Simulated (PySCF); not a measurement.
C5H9NSi.
SMILES with atom numbers: `[CH:1]#[C:2][C@@H:3]1[CH2:4][CH2:5][Si@@H:6]1[NH2:7]`

Geometry (PBE0-D3(BJ)/def2-SVP, Å), atoms numbered from 1 in this order:
```xyz
16
C5H9NSi angstrom
C     -1.5375    2.2407    0.3206
C     -1.2000    1.1799   -0.1671
C     -0.7231   -0.0788   -0.6917
C     -1.0414   -1.3007    0.2236
C      0.1619   -1.2664    1.1990
Si     1.1111   -0.3391   -0.1414
N      2.1329    0.9828    0.2513
H     -1.8729    3.1746    0.7305
H     -1.0014   -0.2003   -1.7500
H     -2.0324   -1.2517    0.7023
H     -1.0139   -2.2161   -0.3889
H      0.5047   -2.2318    1.5965
H     -0.0468   -0.5952    2.0482
H      1.8617   -1.2142   -1.0920
H      1.7533    1.7766    0.7563
H      2.8849    1.2572   -0.3689
```

NICS = −σ at a ghost point: NICS(0) at the centroid of the ring atoms, NICS(1) 1 Å to either side along the normal of their mean plane, zz for the tensor component along that normal. Level: GIAO KT3/pcSseg-1 (PySCF, non-relativistic, gas phase) on the PBE0-D3(BJ)/def2-SVP geometry, one conformer.

Ring bond lengths (Å): C3–C4 1.560, C4–C5 1.549, C5–Si6 1.886, Si6–C3 1.933.

Task: Give the NICS values of each ring in ppm.

Result: 
```json
{"ring": "C3–C4–C5–Si6", "type": "4-membered ring with Si; formal bonds all single", "NICS(0)": "-4.0", "NICS(1), two faces": "-2.2 / -3.1", "NICS(1)zz, two faces": "2.3 / -2.0", "rms pucker (Å)": "0.16", "centre to ring atoms, mean (Å)": "1.21"}
```

Task: What can be read from them?

Result: 
- C3–C4–C5–Si6: mean NICS(1)zz 0.1 ppm, near zero. C3, C4, C5, Si6 have four or more neighbours; no verdict on aromaticity is drawn. The two faces differ by 4.3 ppm, so no symmetry operation interchanges them.

Task: What is the mean of the two in-plane components of NICS at the second NICS(1) probe listed for ring C3–C4–C5–Si6, 1 Å off the ring?

Result: The isotropic value is a third of the trace: (3 × -3.1 − (-2.0))/2 = -3.7 ppm.

Task: List the ring angles.

Result: 
- C3–C4–C5–Si6: C3 85.5°, C4 101.2°, C5 87.4°, Si6 77.9°; sum 352.0° against 360° for a flat convex ring.

Task: What are the shieldings of the ring atoms and their hydrogens in the same run (means over atoms taken as equivalent)?

Result: 
| atoms | environment | σ isotropic (ppm) |
| --- | --- | --- |
| C3 | sp3 carbon bound to silicon | 153.0 |
| C4 | four-membered-ring carbon | 157.3 |
| C5 | sp3 carbon bound to silicon | 160.6 |
| Si6 | SiH silicon | 384.4 |
| H9 | methine hydrogen | 28.85 |
| H10 | methylene hydrogen | 29.26 |
| H11 | methylene hydrogen | 29.75 |
| H12 | methylene hydrogen | 29.95 |
| H13 | methylene hydrogen | 29.50 |
| H14 | Si–H hydrogen | 26.64 |

Task: How do the values depend on the level or the medium?

Result: 
| level | NICS(0), C3–C4–C5–Si6 | mean NICS(1)zz, C3–C4–C5–Si6 |
| --- | --- | --- |
| KT3/pcSseg-1, gas | -4.0 | 0.1 |
| PBE0/pcSseg-1, gas | -4.3 | 0.0 |
| PBE0/pcSseg-1, IEF-PCM chloroform | -4.3 | 0.1 |

The geometry is the same throughout; the continuum's cavity takes Bondi-type radii × 1.2.
